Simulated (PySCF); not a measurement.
C2H3BF2O, SMILES OB(F)/C=C/F. Heavy atoms are numbered as in [OH:1][B:2]([F:3])/[CH:4]=[CH:5]/[F:6]. Hydrogens are named by the atom that carries them.

Geometry: PBE0-D3(BJ)/def2-SVP. The structure was generated by enumeration; whether it is a known compound was not checked. Other conformers were not sampled.

Method: PBE0/pcSseg-1 (PySCF).

GIAO shieldings, no solvent; atoms alike by connectivity are averaged. δ = σ(ref) − σ: ¹⁷O against H2O (σ = 334.2 ppm); ¹¹B against BF3 (σ = 88.8 ppm); ¹⁹F against CFCl3 (σ = 167.2 ppm); ¹³C against TMS (σ = 186.3 ppm); ¹H against TMS (σ = 31.56 ppm), references at their B3LYP-D3(BJ)/def2-TZVP geometries, non-relativistic.

| nucleus | atoms | count | δ (ppm) |
|---|---|---|---|
| ¹⁷O | O1 (OH) | 1 | 139.9 |
| ¹¹B | B2 | 1 | 15.4 |
| ¹⁹F | F6 | 1 | -74.3 |
| ¹⁹F | F3 | 1 | -118.7 |
| ¹³C | C5 (CH) | 1 | 180.0 |
| ¹³C | C4 (CH) | 1 | 102.4 |
| ¹H | H on C5 | 1 | 7.56 |
| ¹H | H on C4 | 1 | 5.13 |
| ¹H | H on O1 | 1 | 4.39 |
